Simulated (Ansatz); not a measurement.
Reaction (silylene formation by 1,1-elimination): `N[SiH2][SiH](F)[SiH3]` → `N[SiH2][SiH3]` + `F[SiH]`

Calculated with Ansatz (gas phase, PBE0-D4/def2-TZVP geometries, no zero-point term in ΔE). CCSD(T)/CBS adds triple-zeta CCSD(T) − MP2 to the extrapolated MP2 energy (def2 sets, frozen cores). This one scheme is used for every species. DFT in def2-TZVPP. Each species was taken in one conformer, which may not be the lowest.

`N[SiH2][SiH](F)[SiH3]`:

Cartesian coordinates in Å:
```
N 2.524 -1.393 -0.245
Si 1.382 -0.293 0.436
Si -0.729 -0.200 -0.606
F -0.536 0.170 -2.170
Si -2.183 1.356 0.380
H 2.944 -1.161 -1.132
H 2.341 -2.383 -0.193
H 1.986 1.067 0.393
H 1.135 -0.683 1.852
H -1.378 -1.546 -0.564
H -3.501 1.395 -0.309
H -1.589 2.719 0.359
H -2.396 0.954 1.799
```

`N[SiH2][SiH3]`:

```xyz
10

N    -1.462    0.998    0.265
Si    0.220    0.695    0.493
Si    0.758   -1.344   -0.523
H    -1.859    0.931   -0.658
H    -1.912    1.730    0.792
H     0.467    0.635    1.959
H     1.145    1.741   -0.049
H     0.333   -1.332   -1.951
H     0.079   -2.483    0.152
H     2.229   -1.570   -0.480
```

`F[SiH]`:

```xyz
3

F    -0.261   -0.233   -1.191
Si    0.592   -0.333    0.174
H    -0.331    0.566    1.017
```

```tsv
level	ΔE (kJ/mol)
PBE-D4	203.2
PBE0-D4	210.7
B2PLYP	182.7
r2SCAN	212.9
MP2/def2-TZVPP	195.6
SCS-MP2/def2-TZVPP	184.8
CCSD/def2-TZVPP	180.6
CCSD/CBS(def2)	187.8
```

Problem. What does CCSD(T)/CBS give? (Best estimate.)

Solution. Computed: +191.5 kJ/mol. The listed levels differ from it by 11.7, 19.2, -8.8, 21.4, 4.1, -6.7, -10.9, -3.7 kJ/mol.

Largest T1 diagnostic among the species: 0.015.

In def2-TZVPP, CCSD(T) changes the Hartree–Fock value by +12.3 kJ/mol (the triples alone add +3.7 kJ/mol) and MP2 by +23.6 kJ/mol. The D4 term adds +13.8 kJ/mol with B3LYP and +7.8 kJ/mol with PBE0; it sums over pairs of atoms, weighted by their polarisabilities, and B3LYP, whose exchange is more repulsive, gets the larger term.

B3LYP here is the variant with VWN-RPA as its local correlation; programs differ in this.
